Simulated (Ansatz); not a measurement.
Molecule: C$_{4}$H$_{11}$Ge, net charge 0, doublet state. It need not be the lowest isomer of its formula. 
Geometry from a B3LYP-D3(BJ)/def2-TZVP (Ansatz, a quantum-chemistry and plane-wave program) optimisation:
SMILES: [CH3][Ge]([CH3])([CH2])[CH3]
```xyz
16

C     -0.2063    -1.2608    -1.4999
Ge    -0.0068    -0.0203    -0.0257
C     -0.0744     1.8236    -0.7149
C     -1.4541    -0.3237     1.2739
C      1.7324    -0.3045     0.8660
H     -0.7029    -2.2188    -1.3924
H      0.1958    -1.0609    -2.4871
H      0.0695     2.5368     0.0977
H     -1.0375     2.0223    -1.1852
H      0.7111     1.9817    -1.4548
H     -2.4262    -0.1451     0.8139
H     -1.4279    -1.3510     1.6394
H     -1.3453     0.3476     2.1266
H      1.7995    -1.3198     1.2568
H      2.5510    -0.1488     0.1631
H      1.8453     0.3970     1.6940
```
Charge 0, spin multiplicity 2.

Property: atomisation energy (electronic, to ground-state atoms), in eV. Valence correlation only, unless marked. Open shells are spin-unrestricted. Spin-orbit coupling is left out. The frozen core is the preceding noble-gas configuration, with the filled d and f shells of earlier blocks. Non-relativistic. The coupled-cluster limit lacks core correlation, which all-electron functionals hold. CBS marks a two-point X^-3 extrapolation of the correlation energy; Hartree-Fock from the larger set. [CCSD(T)-MP2]/basis is that difference in the basis named.

```csv
level,program,atomisation energy (eV)
BLYP-D3(BJ)/def2-TZVPD,Ansatz + dftd3,59.90
```

Task: Predict the RI-MP2/CBS(cc-pVTZ,cc-pVQZ)+[CCSD(T)-MP2]/cc-pVTZ result (Ansatz).

Result: 60.39 eV
